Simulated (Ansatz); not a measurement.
Stretching the C2–H3 bond in CH4OSn (SMILES [CH3][Sn][OH]) (multiplicity 1 held, fragments rigid). Energies count from the point at 1.093 Å.
Geometry at that point (charge 0, multiplicity 1):
```xyz
7

Sn     0.022    -0.064     0.389
C      0.419     1.607    -0.982
H     -0.202     2.469    -0.726
H      0.201     1.288    -2.001
H      1.464     1.921    -0.912
O     -0.538    -1.251    -1.130
H     -0.799    -2.137    -0.857
```

Signs of static correlation in def2-TZVPP, with CASSCF(2,2), from Ansatz (a first-principles code) runs.

```csv
R (Å),T1 of restricted CCSD,largest double amplitude of restricted CCSD,weight of the CASSCF reference in MRCISD,CASSCF natural occupations
0.874,0.016,0.059,0.881,1.99 0.01
0.984,0.016,0.059,0.881,1.99 0.01
1.093,0.016,0.059,0.881,1.98 0.02
1.202,0.016,0.059,0.880,1.98 0.02
1.312,0.017,0.059,0.880,1.97 0.03
1.476,0.017,0.059,0.880,1.94 0.06
1.640,0.018,0.059,0.880,1.91 0.09
1.913,0.023,0.064,0.880,1.84 0.16
2.186,?,0.102,0.880,1.72 0.28
2.514,0.042,0.249,0.881,1.55 0.45
2.951,?,0.471,0.881,1.34 0.66
3.498,0.080,0.677,0.881,1.16 0.84
```

### Question
Some entries are withheld; supply them.

### Answer

- 2.186, T1 of restricted CCSD: 0.030
- 2.951, T1 of restricted CCSD: 0.061

Doubts at one or more of the structures used: a restricted determinant that unrestricted orbitals would lower (R-CCSD(T)/def2-TZVPP); other coupled-cluster roots lie near (R-CCSD(T)/def2-TZVPP); T1 above 0.05 (R-CCSD(T)/def2-TZVPP, U-CCSD(T)/def2-TZVPP); a spin-contaminated determinant (U-CCSD(T)/def2-TZVPP).
